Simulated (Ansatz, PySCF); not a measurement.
CH₅O, SMILES C[OH2+], charge +1. Atoms are numbered in the order given.

```xyz
7

C     -0.8170     0.0229     0.0000
O      0.6997    -0.0620     0.0000
H     -1.1177    -0.5045     0.8985
H     -1.1177    -0.5045    -0.8985
H     -1.0969     1.0715     0.0000
H      1.1283     0.2931     0.8022
H      1.1283     0.2931    -0.8022
```
Charge +1, spin multiplicity 1.

Coordinates come from a B3LYP-D3(BJ)/def2-TZVP optimisation. The isomer is the one that the SMILES or the coordinates give; other isomers of the formula were not compared.

Two levels are set side by side: PBE-D3(BJ)/def2-TZVP (Ansatz, a program for electronic structure) and B3LYP-D3(BJ)/def2-TZVP (Ansatz). Each level has its own optimised geometry; the coordinates shown are those of the second. Frequencies come from the Hessian of PySCF at each geometry. Differences are taken from unrounded values.

```tsv
quantity	B3LYP-D3(BJ)	PBE-D3(BJ)	PBE-D3(BJ) minus B3LYP-D3(BJ)
mean bond length (Å)	1.121	1.129	0.008
bond C1–O2 (Å)	1.519	1.521	0.001
bond C1–H3 (Å)	1.084	1.093	0.009
bond C1–H4 (Å)	1.084	1.093	0.009
bond C1–H5 (Å)	1.085	1.094	0.009
bond O2–H6 (Å)	0.976	0.985	0.009
bond O2–H7 (Å)	0.976	0.985	0.009
highest harmonic wavenumber (cm⁻¹)	3702	3604	-98
mean harmonic wavenumber (cm⁻¹)	1870	1828	-42
zero-point energy (kcal/mol)	40.11	39.20	-0.90
```

GGA bonds tend to be longer and softer than those of functionals with exact exchange. Differences between two approximate levels are no errors against the true value.
